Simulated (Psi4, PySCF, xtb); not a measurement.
Internal rotation in SMILES O[SiH2][SiH2]c1cccs1 (C4H8OSSi2). Scanned: dihedral H9–O1–Si2–Si3; all other coordinates were relaxed at GFN2-xTB. Points at φ and −φ are mirror images. Heavy atoms are numbered in the order of the SMILES O[SiH2][SiH2]c1cccs1, hydrogens after them in the order of the atoms that carry them; the mirror image has the same energies with the sign of each dihedral reversed.

Levels of theory: RKS-B3LYP/6-31G* = PySCF with restricted B3LYP/6-31G*, spherical d, density fitting // GFN2-xTB; RHF/3-21G = restricted Hartree-Fock/3-21G, density fitting // GFN2-xTB run with PySCF; GFN1-xTB // GFN2-xTB (xtb); PBE-D3(BJ)/def2-SVP // GFN2-xTB (Psi4).

Energies relative to the lowest point of each profile, in kcal/mol; the last columns give the difference from PBE-D3(BJ):

```json
[
 {"φ / °": "-160", "RKS-B3LYP/6-31G*": "0.31", "RHF/3-21G": "0.08", "GFN1-xTB": "0.57", "PBE-D3(BJ)/def2-SVP": "0.27", "RKS-B3LYP/6-31G* − PBE-D3(BJ)/def2-SVP": "0.04", "RHF/3-21G − PBE-D3(BJ)/def2-SVP": "-0.19", "GFN1-xTB − PBE-D3(BJ)/def2-SVP": "0.30"},
 {"φ / °": "-140", "RKS-B3LYP/6-31G*": "0.44", "RHF/3-21G": "0.33", "GFN1-xTB": "0.68", "PBE-D3(BJ)/def2-SVP": "0.42", "RKS-B3LYP/6-31G* − PBE-D3(BJ)/def2-SVP": "0.02", "RHF/3-21G − PBE-D3(BJ)/def2-SVP": "-0.10", "GFN1-xTB − PBE-D3(BJ)/def2-SVP": "0.25"},
 {"φ / °": "-120", "RKS-B3LYP/6-31G*": "0.51", "RHF/3-21G": "0.68", "GFN1-xTB": "0.72", "PBE-D3(BJ)/def2-SVP": "0.50", "RKS-B3LYP/6-31G* − PBE-D3(BJ)/def2-SVP": "0.01", "RHF/3-21G − PBE-D3(BJ)/def2-SVP": "0.18", "GFN1-xTB − PBE-D3(BJ)/def2-SVP": "0.22"},
 {"φ / °": "-100", "RKS-B3LYP/6-31G*": "0.36", "RHF/3-21G": "1.00", "GFN1-xTB": "0.64", "PBE-D3(BJ)/def2-SVP": "0.37", "RKS-B3LYP/6-31G* − PBE-D3(BJ)/def2-SVP": "-0.01", "RHF/3-21G − PBE-D3(BJ)/def2-SVP": "0.62", "GFN1-xTB − PBE-D3(BJ)/def2-SVP": "0.27"},
 {"φ / °": "-80", "RKS-B3LYP/6-31G*": "0.10", "RHF/3-21G": "1.16", "GFN1-xTB": "0.45", "PBE-D3(BJ)/def2-SVP": "0.12", "RKS-B3LYP/6-31G* − PBE-D3(BJ)/def2-SVP": "-0.02", "RHF/3-21G − PBE-D3(BJ)/def2-SVP": "1.04", "GFN1-xTB − PBE-D3(BJ)/def2-SVP": "0.33"},
 {"φ / °": "-60", "RKS-B3LYP/6-31G*": "0.00", "RHF/3-21G": "1.26", "GFN1-xTB": "0.22", "PBE-D3(BJ)/def2-SVP": "0.00", "RKS-B3LYP/6-31G* − PBE-D3(BJ)/def2-SVP": "0.00", "RHF/3-21G − PBE-D3(BJ)/def2-SVP": "1.26", "GFN1-xTB − PBE-D3(BJ)/def2-SVP": "0.22"},
 {"φ / °": "-40", "RKS-B3LYP/6-31G*": "0.15", "RHF/3-21G": "1.38", "GFN1-xTB": "0.08", "PBE-D3(BJ)/def2-SVP": "0.10", "RKS-B3LYP/6-31G* − PBE-D3(BJ)/def2-SVP": "0.05", "RHF/3-21G − PBE-D3(BJ)/def2-SVP": "1.28", "GFN1-xTB − PBE-D3(BJ)/def2-SVP": "-0.03"},
 {"φ / °": "-20", "RKS-B3LYP/6-31G*": "0.45", "RHF/3-21G": "1.48", "GFN1-xTB": "0.01", "PBE-D3(BJ)/def2-SVP": "0.35", "RKS-B3LYP/6-31G* − PBE-D3(BJ)/def2-SVP": "0.10", "RHF/3-21G − PBE-D3(BJ)/def2-SVP": "1.13", "GFN1-xTB − PBE-D3(BJ)/def2-SVP": "-0.34"},
 {"φ / °": "0", "RKS-B3LYP/6-31G*": "0.60", "RHF/3-21G": "1.52", "GFN1-xTB": "0.00", "PBE-D3(BJ)/def2-SVP": "0.48", "RKS-B3LYP/6-31G* − PBE-D3(BJ)/def2-SVP": "0.12", "RHF/3-21G − PBE-D3(BJ)/def2-SVP": "1.04", "GFN1-xTB − PBE-D3(BJ)/def2-SVP": "-0.48"},
 {"φ / °": "20", "RKS-B3LYP/6-31G*": "0.45", "RHF/3-21G": "1.48", "GFN1-xTB": "0.01", "PBE-D3(BJ)/def2-SVP": "0.35", "RKS-B3LYP/6-31G* − PBE-D3(BJ)/def2-SVP": "0.10", "RHF/3-21G − PBE-D3(BJ)/def2-SVP": "1.13", "GFN1-xTB − PBE-D3(BJ)/def2-SVP": "-0.34"},
 {"φ / °": "40", "RKS-B3LYP/6-31G*": "0.15", "RHF/3-21G": "1.38", "GFN1-xTB": "0.08", "PBE-D3(BJ)/def2-SVP": "0.10", "RKS-B3LYP/6-31G* − PBE-D3(BJ)/def2-SVP": "0.05", "RHF/3-21G − PBE-D3(BJ)/def2-SVP": "1.28", "GFN1-xTB − PBE-D3(BJ)/def2-SVP": "-0.03"},
 {"φ / °": "60", "RKS-B3LYP/6-31G*": "0.00", "RHF/3-21G": "1.26", "GFN1-xTB": "0.22", "PBE-D3(BJ)/def2-SVP": "0.00", "RKS-B3LYP/6-31G* − PBE-D3(BJ)/def2-SVP": "0.00", "RHF/3-21G − PBE-D3(BJ)/def2-SVP": "1.26", "GFN1-xTB − PBE-D3(BJ)/def2-SVP": "0.22"},
 {"φ / °": "80", "RKS-B3LYP/6-31G*": "0.10", "RHF/3-21G": "1.16", "GFN1-xTB": "0.45", "PBE-D3(BJ)/def2-SVP": "0.12", "RKS-B3LYP/6-31G* − PBE-D3(BJ)/def2-SVP": "-0.02", "RHF/3-21G − PBE-D3(BJ)/def2-SVP": "1.04", "GFN1-xTB − PBE-D3(BJ)/def2-SVP": "0.33"},
 {"φ / °": "100", "RKS-B3LYP/6-31G*": "0.36", "RHF/3-21G": "1.00", "GFN1-xTB": "0.64", "PBE-D3(BJ)/def2-SVP": "0.37", "RKS-B3LYP/6-31G* − PBE-D3(BJ)/def2-SVP": "-0.01", "RHF/3-21G − PBE-D3(BJ)/def2-SVP": "0.62", "GFN1-xTB − PBE-D3(BJ)/def2-SVP": "0.27"},
 {"φ / °": "120", "RKS-B3LYP/6-31G*": "0.51", "RHF/3-21G": "0.68", "GFN1-xTB": "0.72", "PBE-D3(BJ)/def2-SVP": "0.50", "RKS-B3LYP/6-31G* − PBE-D3(BJ)/def2-SVP": "0.01", "RHF/3-21G − PBE-D3(BJ)/def2-SVP": "0.18", "GFN1-xTB − PBE-D3(BJ)/def2-SVP": "0.22"},
 {"φ / °": "140", "RKS-B3LYP/6-31G*": "0.44", "RHF/3-21G": "0.33", "GFN1-xTB": "0.68", "PBE-D3(BJ)/def2-SVP": "0.42", "RKS-B3LYP/6-31G* − PBE-D3(BJ)/def2-SVP": "0.02", "RHF/3-21G − PBE-D3(BJ)/def2-SVP": "-0.10", "GFN1-xTB − PBE-D3(BJ)/def2-SVP": "0.25"},
 {"φ / °": "160", "RKS-B3LYP/6-31G*": "0.31", "RHF/3-21G": "0.08", "GFN1-xTB": "0.57", "PBE-D3(BJ)/def2-SVP": "0.27", "RKS-B3LYP/6-31G* − PBE-D3(BJ)/def2-SVP": "0.04", "RHF/3-21G − PBE-D3(BJ)/def2-SVP": "-0.19", "GFN1-xTB − PBE-D3(BJ)/def2-SVP": "0.30"},
 {"φ / °": "180", "RKS-B3LYP/6-31G*": "0.24", "RHF/3-21G": "0.00", "GFN1-xTB": "0.52", "PBE-D3(BJ)/def2-SVP": "0.20", "RKS-B3LYP/6-31G* − PBE-D3(BJ)/def2-SVP": "0.04", "RHF/3-21G − PBE-D3(BJ)/def2-SVP": "-0.20", "GFN1-xTB − PBE-D3(BJ)/def2-SVP": "0.32"}
]
```

RKS-B3LYP/6-31G* is furthest from PBE-D3(BJ)/def2-SVP at 0 (0.12 kcal/mol, above); its mean absolute difference over the points is 0.04 kcal/mol.

RHF/3-21G is furthest from PBE-D3(BJ)/def2-SVP at -40 (1.28 kcal/mol, above); its mean absolute difference over the points is 0.71 kcal/mol.

GFN1-xTB is furthest from PBE-D3(BJ)/def2-SVP at 0 (-0.48 kcal/mol, below); its mean absolute difference over the points is 0.26 kcal/mol.
